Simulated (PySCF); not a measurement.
# Reading the logs of faulty runs: AlCGeH7N

All numbers below are calculated, not measured. The program is PySCF 2.14.0, an open-source quantum chemistry code, run on an isolated molecule that a program drew, which may never have been made. The molecule is AlCGeH7N (charge 0, doublet), drawn as the SMILES string `[AlH][NH][CH2][GeH3]`.

Each row is a Hartree-Fock (HF) and frozen-core CCSD(T) single point in the cc-pV(D+d)Z basis, meant for a local HF minimum. Run 1 is clean. Each other run has one planted mistake out of seven kinds, and not every kind appears here: one electron removed, one electron added, multiplicity raised by two, geometry at a saddle point, minimal basis STO-3G, one bond length entered in bohr, all coordinates scaled. The reference is restricted for singlets and unrestricted otherwise, and also for a bond in bohr. Adding or removing an electron swaps singlet and doublet. Electrons count all cores. HOMO and LUMO are orbital energies over both spins, the gradient is its largest component, and the lowest frequency (negative if imaginary) is given only where the gradient is small. Bond lengths are over the 10 bonds as drawn. T1 is the CCSD diagnostic: over 0.02 (restricted) or 0.045 (unrestricted) a single reference is doubtful. Germanium has the cc-pVDZ-PP basis, with a core potential (ECP10MDF) in place of its 10 inner electrons, and its 3s, 3p and 3d shells are frozen in CCSD(T).

Geometry of the clean run:
```xyz
11
AlCGeH7N, angstrom
Al   -0.2998   -1.3895   -1.8725
N    -0.5930   -0.1583   -0.6246
C    -1.4560   -0.2227    0.5497
Ge   -0.4314   -0.0962    2.2367
H    -1.0760   -2.7689   -1.6967
H    -0.1284    0.7299   -0.6897
H    -1.9929   -1.1736    0.5543
H    -2.2201    0.5617    0.5324
H    -1.3595   -0.0536    3.4612
H     0.5096   -1.3017    2.3631
H     0.4182    1.1844    2.2196
```

| run | electrons | basis functions | <S^2> | HOMO (eV) | LUMO (eV) | gradient (hartree/bohr) | lowest frequency (cm^-1) | mean bond (Å) | longest bond (Å) | T1 | HF (hartree) | CCSD(T) (hartree) | mistake |
|---|---|---|---|---|---|---|---|---|---|---|---|---|---|
| 1 | 65 | 109 | 0.755 | -8.15 | 1.31 | 2.8e-05 | 64 | 1.4607 | 1.978 | 0.0155 | -631.66662 | -632.20072 | no fault |
| 2 | 65 | 109 | 0.754 | -7.78 | 1.68 | 1.0e-01 | - | 1.3277 | 1.798 | 0.0131 | -631.56329 | -632.08283 | all coordinates scaled |
| 3 | 65 | 109 | 3.765 | -4.78 | -0.07 | 8.6e-02 | - | 1.4607 | 1.978 | 0.0204 | -631.55020 | -632.05228 | multiplicity raised by two |
| 4 | 66 | 109 | 0.000 | -0.18 | 6.96 | 5.2e-02 | - | 1.4607 | 1.978 | 0.0149 | -631.64397 | -632.21010 | one electron added |
| 5 | 64 | 109 | 0.000 | -14.09 | -6.74 | 5.5e-02 | - | 1.4607 | 1.978 | 0.0200 | -631.39222 | -631.92682 | ? |

**Which mistake was planted in run 5, and what did it cost?**

It counts 64 electrons, one fewer than the clean run, at the same geometry and basis. So the mistake is: one electron removed. Subtracting run 1 and multiplying by 627.51 kcal/mol a hartree, the energy moved by 172.2 kcal/mol in HF and 171.9 kcal/mol in CCSD(T).

